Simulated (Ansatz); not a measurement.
NbSe(OH)3 (NbSeO₃H₃). Total charge 0; singlet. Geometry r2SCAN-D4/def2-SVP; atoms count from 1.

```xyz
8

Nb   -0.023   -0.011   -0.027
Se   -1.458   -0.647   -1.705
O    -0.302    1.804    0.410
H    -0.906    2.480    0.078
O     1.766   -0.235   -0.584
H     2.172   -0.551   -1.401
O    -0.319   -1.061    1.512
H    -0.930   -1.779    1.718
```

In the def2 sets Nb takes a core potential; there is no spin–orbit coupling.

Q: Estimate the Mulliken populations from the PBE0/def2-TZVP orbitals of Ansatz.

A: 
| atom | charge (e) | d electrons |
| --- | --- | --- |
| Nb1 | 1.55 | 2.80 |
| Se2 | -0.46 | – |
| O3 | -0.72 | – |
| H4 | 0.36 | – |
| O5 | -0.72 | – |
| H6 | 0.36 | – |
| O7 | -0.72 | – |
| H8 | 0.36 | – |
Mulliken values depend strongly on the basis.

Q: And the Mayer bond orders between heavy atoms (over 0.3)?

A: Nb1–Se2 2.17 (2.30 Å); Nb1–O3 0.96 (1.89 Å); Nb1–O5 0.96 (1.89 Å); Nb1–O7 0.96 (1.89 Å).
